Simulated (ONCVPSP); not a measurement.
An odd input for ONCVPSP 4.0.1 (As (Z = 33))

Command:

```bash
oncvpsp.x < As.dat > As.out
```

Input:

```
# ATOM AND REFERENCE CONFIGURATION
# atsym  z   nc   nv     iexc    psfile
  As 33.00    4    4  -116133      upf
#
#   n    l    f
    1    0    2.00
    2    0    2.00
    2    1    6.00
    3    0    2.00
    3    1    6.00
    3    2   10.00
    4    0    2.00
    4    1    1.50
#
# PSEUDOPOTENTIAL AND OPTIMIZATION
# lmax
    2
#
#   l,   rc,      ep,       ncon, nbas, qcut
    0    1.05    0.00    4    8   10.00
    1    1.10    0.00    4    8   14.60
    2    0.65    0.00    3    8   22.10
#
# LOCAL POTENTIAL
# lloc, lpopt,  rc(5),   dvloc0
    2    5    0.65    0.00
#
# VANDERBILT-KLEINMAN-BYLANDER PROJECTORs
# l, nproj, debl
    0    2    1.50
    1    2    4.00
    2    0    2.90
#
# MODEL CORE CHARGE
# icmod, fcfact, rcfact
    0    0.00    0.00
#
# LOG DERIVATIVE ANALYSIS
# epsh1, epsh2, depsh
   -9.00    5.00    0.04
#
# OUTPUT GRID
# rlmax, drl
    6.00    0.01
#
# TEST CONFIGURATIONS
# ncnf
    4
# nvcnf
#   n    l    f
    5
    3    0    2.00
    3    1    6.00
    3    2   10.00
    4    0    2.00
    4    1    3.00
#
    5
    3    0    2.00
    3    1    6.00
    3    2   10.00
    4    0    2.00
    4    1    2.00
#
    5
    3    0    2.00
    3    1    6.00
    3    2   10.00
    4    0    2.00
    4    1    1.00
#
    5
    3    0    2.00
    3    1    6.00
    3    2   10.00
    4    0    0.00
    4    1    5.00
#
```

This is an input that runs to its end, with one change: 1 shell moved into the core by nc and nv alone.

Task: How does the run end?

Result: The program refuses the input: "test_data: negative ion, test configuration 1".

```
ONCVPSP  (Optimized Norm-Conservinng Vanderbilt PSeudopotential)
scalar-relativistic version 4.0.1

test_data: negative ion, test configuration   1
test_data: negative ion, test configuration   2
test_data: negative ion, test configuration   4
ERROR: test_data found   3 ERROR; stopping
```
